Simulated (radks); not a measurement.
Problem. Ar IV, configuration [He] 2s2 2p5.5 3s2 3p3 4p0.5 (fractional occupations, a model configuration). Calculated with a radial shooting solver on a logarithmic mesh with Libxc functionals: scalar-relativistic Kohn-Sham, RPBE, spin-polarised, spherical densities, point nucleus; open shells are filled with parallel spins first. Some entries of the table are withheld. Estimate them.

orbital,occ.,eigenvalue (eV),<r> (bohr)
1s up,1,-3198.383,0.08570
1s down,1,-3196.455,0.08565
2s up,1,-364.1332,0.4087
2s down,1,-361.4031,0.4090
2p up,3,-298.6207,0.3695
2p down,2.5,-295.1799,0.3703
3s up,1,-73.5223,(1)
3s down,1,-68.0828,(2)
3p up,3,-57.3221,1.322
3p down,0,-52.1102,1.351
4p up,0.5,-19.9297,3.356

Solution. 
(1) 3s up <r> (bohr): 1.243
(2) 3s down <r> (bohr): 1.257
